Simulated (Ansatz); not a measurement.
CH$_{4}$O$_{2}$Se (`OC(O)[SeH]`). The species carries charge 0 and has multiplicity 1.

```xyz
8

O    -0.5712   -0.3660    1.2579
C    -0.2564   -0.3353   -0.0784
O     0.8625   -1.1219   -0.2018
Se    0.0384    1.5387   -0.7602
H    -1.2991    0.2431    1.4098
H    -1.0860   -0.6858   -0.7115
H     1.1805   -1.0530   -1.1062
H     1.1313    1.7802    0.1904
```

Task: What are the harmonic wavenumbers in cm⁻¹ at PBE0-D4/def2-TZVP (Ansatz, finite differences of forces, unscaled)? (Estimate.)

Result: The calculation gave: 132, 249, 288, 348, 371, 522, 577, 803, 1063, 1108, 1259, 1310, 1346, 1420, 2446, 2978, 3871, 3872.

Task: Is this a minimum?

Result: Yes, all 18 modes are real.

Task: Give the ideal-gas thermochemistry at 298.15 K and 1 bar (rigid rotor, harmonic oscillator; point group Cs, symmetry number 1).

Result: Zero-point energy 143.3 kJ/mol; H(298) − E = 160.7 kJ/mol; entropy 319.9 J/(mol·K), of which translation 169.3, rotation 109.1, vibration 41.5; G(298) − E = 65.3 kJ/mol.
